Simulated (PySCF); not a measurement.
Al(OSiH3)2 (AlH6O2Si2), SMILES [SiH3][O][Al][O][SiH3], multiplicity 2. Atoms are numbered in the order given.

```xyz
11

Al    -0.0861    -0.9649     0.0617
O     -1.2491     0.0452     0.7912
Si    -2.5205     0.7273     1.6012
H     -2.7256     0.0525     2.9135
H     -3.7695     0.5981     0.8003
H     -2.2520     2.1710     1.8434
O      1.2277    -0.2757    -0.7773
Si     2.5914     0.0626    -1.6514
H      2.5700    -0.6654    -2.9508
H      3.8056    -0.3516    -0.8946
H      2.6704     1.5237    -1.9230
```
Charge 0, spin multiplicity 2.

Geometry: TPSSh-D3(BJ)/def2-SVP. The spin state was assumed, not searched. The isomer is the one that the SMILES or the coordinates give; other isomers of the formula were not compared. One conformer was computed; it need not be the lowest.

All values below come from PBE0/pcH-1 in PySCF.

Unrestricted Kohn–Sham, ⟨S²⟩ = 0.751. Hyperfine tensors hold the contact and dipolar terms, without spin-orbit corrections.

Computed hyperfine couplings:
| nucleus | A(iso) (MHz) | A(iso) (G) | dipolar principal values (MHz) |
|---|---|---|---|
| 27Al no. 1 | 1485.0 | 529.9 | -38.6, -33.7, 72.4 |
| 17O no. 2 | -98.0 | -35.0 | -19.8, 8.0, 11.7 |
| 29Si no. 3 | -6.3 | -2.3 | -3.8, 1.8, 2.1 |
| 1H no. 4 | -1.5 | -0.5 | -1.2, -0.9, 2.1 |
| 1H no. 5 | -1.0 | -0.4 | -1.1, -0.8, 1.9 |
| 1H no. 6 | 5.4 | 1.9 | -1.0, -0.6, 1.6 |
| 17O no. 7 | -98.0 | -35.0 | -19.8, 8.1, 11.7 |
| 29Si no. 8 | -6.3 | -2.3 | -3.8, 1.8, 2.1 |
| 1H no. 9 | -1.5 | -0.5 | -1.1, -0.9, 2.0 |
| 1H no. 10 | -1.2 | -0.4 | -1.1, -0.8, 1.9 |
| 1H no. 11 | 5.6 | 2.0 | -1.0, -0.6, 1.5 |
